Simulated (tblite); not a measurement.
C6H6F8O2 (one of a series of oligomers), SMILES COC(F)(F)C(F)(F)C(F)(F)C(F)(F)OC at step 1 of a GFN2-xTB optimisation (tblite, gas phase), coordinates in Å:

```
  1 C     3.2715   -0.4245    0.8424
  2 O     2.2079   -0.3880   -0.1448
  3 C     1.4288    0.7037   -0.0005
  4 F     2.1643    1.8380   -0.1352
  5 F     0.9062    0.7594    1.2523
  6 C     0.2642    0.7822   -1.0443
  7 F    -0.5452    1.8316   -0.7859
  8 F     0.7823    1.0057   -2.2662
  9 C    -0.5661   -0.5186   -1.1090
 10 F     0.1827   -1.5338   -1.5676
 11 F    -1.5478   -0.3347   -2.0213
 12 C    -1.2094   -0.8876    0.2786
 13 F    -2.0238   -1.9502    0.0900
 14 F    -0.2310   -1.3285    1.0900
 15 O    -1.8703    0.1218    0.9115
 16 C    -3.2059    0.3588    0.4247
 17 H     3.8725   -1.3130    0.6760
 18 H     3.9064    0.4556    0.7318
 19 H     2.8468   -0.4651    1.8467
 20 H    -3.6453    1.1609    1.0090
 21 H    -3.1733    0.6662   -0.6200
 22 H    -3.8152   -0.5392    0.5411
```

Problem. What are the forces on the atoms (eV/Å)?

Solution. 
```
  1 C     0.00    0.03   -0.01
  2 O    -0.25    0.43    0.15
  3 C     0.44   -0.43   -0.10
  4 F    -0.14    0.16    0.12
  5 F    -0.01    0.52   -0.10
  6 C     0.36   -0.24    0.05
  7 F     0.18   -0.22    0.12
  8 F     0.12    0.05    0.01
  9 C    -0.23    0.07    0.21
 10 F     0.01    0.02    0.11
 11 F    -0.07   -0.07   -0.01
 12 C    -0.42    0.31    0.42
 13 F     0.08   -0.18   -0.16
 14 F    -0.12   -0.10   -0.11
 15 O     0.14   -0.32   -0.40
 16 C    -0.01   -0.04   -0.12
 17 H    -0.25   -0.09   -0.28
 18 H    -0.03    0.04    0.01
 19 H    -0.04    0.03   -0.04
 20 H     0.31    0.03    0.20
 21 H    -0.08   -0.01   -0.05
 22 H     0.02    0.00   -0.04
```
